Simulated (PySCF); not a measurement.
**Relaxation of singlet PdH₃⁻**

All numbers come from PBE0 in PySCF with Pd def2-TZVPD with ECP28, H def2-TZVPD; scalar-relativistic core potentials, no spin–orbit coupling; density-fitted integrals. A (50,194) grid was used.

A start at or just off a symmetric point, pushed along the force that breaks its symmetry, of Cs symmetry, free to break it:

```xyz
4
charge -1 multiplicity 1, angstrom
Pd    0.0002    0.0000   -0.0135
H     1.4813    0.0000    0.4669
H    -0.7506    1.3963    0.4745
H    -0.7506   -1.3963    0.4745
```

(1) What forces act on the atoms at the start (eV/Å)?

(2) What does it relax to?

(3) How much energy is released, and in how many steps?

Results:

(1) 
```csv
atom,Fx,Fy,Fz
Pd1,-0.63,0.00,0.13
H2,-1.28,0.00,0.10
H3,0.96,1.26,-0.12
H4,0.96,-1.26,-0.12
```

(2) It ends at C2v with Pd–H 1.499 Å, Pd–H 1.662 Å (×2); H–Pd–H 87.6° (×2), H–Pd–H 175.1°. A frequency run shows a minimum. Other isomers or separated fragments may lie lower.

(3) 162.4 kJ/mol in 8 steps.

The relaxation took roughly 30 core-seconds on a shared host.
